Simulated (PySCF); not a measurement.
C2H7InO2, SMILES CC[O][InH][OH].

Geometry optimised at r2SCAN-D4/def2-SVP. The structure was generated by enumeration; whether it is a known compound was not checked. The def2 effective core potentials stand for the cores of In; spin–orbit coupling is left out. One conformer was computed; it need not be the lowest.

Method: TDDFT-PBE/def2-SVPD in PySCF.

Vertical excitations. Isolated molecule, no solvent.

```csv
state,energy (eV),λ (nm),f,main pairs
S1,4.02,309,0.003,HOMO→LUMO 98 %
S2,4.26,291,0.004,"HOMO→LUMO+1 65 %, HOMO−1→LUMO 34 %"
S3,4.47,277,0.002,HOMO−1→LUMO+1 88 %
S4,4.84,256,0.111,"HOMO−1→LUMO 52 %, HOMO→LUMO+1 29 %, HOMO−1→LUMO+1 10 %"
S5,5.15,241,0.024,HOMO−2→LUMO 95 %
S6,5.41,229,0.009,"HOMO−2→LUMO+1 76 %, HOMO−3→LUMO 19 %"
S7,5.43,228,0.006,HOMO→LUMO+2 98 %
S8,5.62,221,0.005,HOMO−3→LUMO+1 97 %
S9,5.79,214,0.024,HOMO−1→LUMO+2 94 %
S10,6.08,204,0.011,HOMO→LUMO+3 99 %
T1,3.78,328,0,HOMO→LUMO 96 %
T2,3.90,318,0,HOMO→LUMO+1 90 %
T3,4.07,304,0,HOMO−1→LUMO 92 %
T4,4.35,285,0,HOMO−1→LUMO+1 97 %
```
Triplets are in the Tamm–Dancoff approximation, which puts them higher than full response would, so one can lie above its singlet here.
